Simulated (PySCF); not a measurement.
# Electron correlation in N (nitrogen, neutral)

[He] 2s1 2p4, high-spin 4P determinant (an excited configuration). Computed with PySCF 2.14 in dyall-av2z (11s7p2d, 42 functions), with no relativity, point nucleus. Frozen: 1s2; 5 electrons correlated; the 8 highest virtual orbitals of each spin left out.

```tsv
level	correlation energy (mhartree)
CCSD	-102.99
(T)	-4.10
CCSD(T)	-107.09
CCSDT	-97.33
```

Diagnostics: T1 = 0.025, D1 = 0.0628, largest double amplitude 0.182.

A double-excitation amplitude exceeds 0.15, a sign of near-degeneracy.

Cost of the coupled-cluster step: roughly 0.6 core-seconds, for 5 correlated electrons.
